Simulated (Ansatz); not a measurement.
`C=C(Cl)O[SiH3]` → `Cl[SiH]1CCO1`  (isomerisation)

Gas-phase electronic energies from Ansatz, PBE0-D4/def2-TZVP geometries. CBS: MP2 limit from def2 TZ/QZ plus the TZ coupled-cluster correction, frozen cores. Functionals use def2-TZVPP. B3LYP here is the variant with VWN-RPA as its local correlation; programs differ in this. Each species was taken in one conformer, which may not be the lowest.

Question: Is it downhill or uphill in electronic energy at CCSD(T)/CBS, and by how much? (Best estimate.)

Answer: Computed: Downhill: ΔE = -2.01 eV.

Question: What do these levels give: r2SCAN-D4, PBE0-D4, B3LYP-D4, ωB97X-V, B2PLYP, PBE0, CCSD(T)/def2-TZVPP, HF/def2-QZVPP, MP2/def2-QZVPP, SCS-MP2/def2-QZVPP, MP2/CBS(def2), CCSD/CBS(def2)? (An estimate is asked.)

Answer: The calculation gave: r2SCAN-D4 -1.97, PBE0-D4 -2.06, B3LYP-D4 -1.81, ωB97X-V -2.06, B2PLYP -1.91, PBE0 -2.07, CCSD(T)/def2-TZVPP -1.98, HF/def2-QZVPP -1.90, MP2/def2-QZVPP -2.10, SCS-MP2/def2-QZVPP -2.01, MP2/CBS(def2) -2.11, CCSD/CBS(def2) -2.05 eV.

Largest T1 diagnostic among the species: 0.012.

From PBE to PBE0 (25 % exact exchange), in def2-TZVPP and without D4, ΔE moves by −0.15 eV. In def2-TZVPP, CCSD(T) changes the Hartree–Fock value by −0.07 eV (the triples alone add +0.03 eV) and MP2 by −0.17 eV.
